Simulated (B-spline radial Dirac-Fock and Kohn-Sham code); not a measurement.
ΔSCF core binding energies without Breit or QED terms, calculated with a B-spline atomic structure program.

A sound run for Cr⁵⁺, 1s2 2s2 2p6 3s2 3p6 3d1: The ground state converged in 9 iterations, with total energy -1043.65440 Ha, virial ratio 1.98755 and highest orbital energy -90.60 eV. ΔSCF binding energies: K (1s) 6100.4 eV, L3 (2p3/2) 681.1 eV. Holes are computed only in closed shells, and unreliable hole states are left out.

A second run, with one unsound setting: The ground state had not converged after 85 iterations, with total energy -1043.48455 Ha, virial ratio 1.97473 and highest orbital energy -85.84 eV. ΔSCF binding energies: K (1s) 6102.3 eV, L3 (2p3/2) 681.1 eV (not all states converged, so these are not final). Holes are computed only in closed shells, and unreliable hole states are left out.

```
iter   energy (Ha)        error
   1    -1036.07891849  8.87e-01
   2    -1043.18760205  2.21e-01
   3    -1043.19325195  2.19e-01
   4    -1043.19883342  2.18e-01
   5    -1043.20434728  2.17e-01
   6    -1043.20979437  2.15e-01
   7    -1043.21517549  2.14e-01
   8    -1043.22049145  2.12e-01
   9    -1043.22574304  2.11e-01
  17    -1043.26553052  2.01e-01
  25    -1043.30162509  1.91e-01
  33    -1043.33437067  1.81e-01
  41    -1043.36407880  1.72e-01
  49    -1043.39103171  1.64e-01
  57    -1043.41548523  1.56e-01
  65    -1043.43767126  1.48e-01
  73    -1043.45780005  1.41e-01
  81    -1043.47606229  1.34e-01
  85    -1043.48454814  1.31e-01
```

Question: Which fault fits the second run best?
A. damping too heavy
B. speed of light below Z
C. nuclear radius in wrong units
D. mesh too coarse

Answer: A. The input had damp = 0.995; ndamp = 100: damp is so close to 1 that the orbitals hardly move in each step.
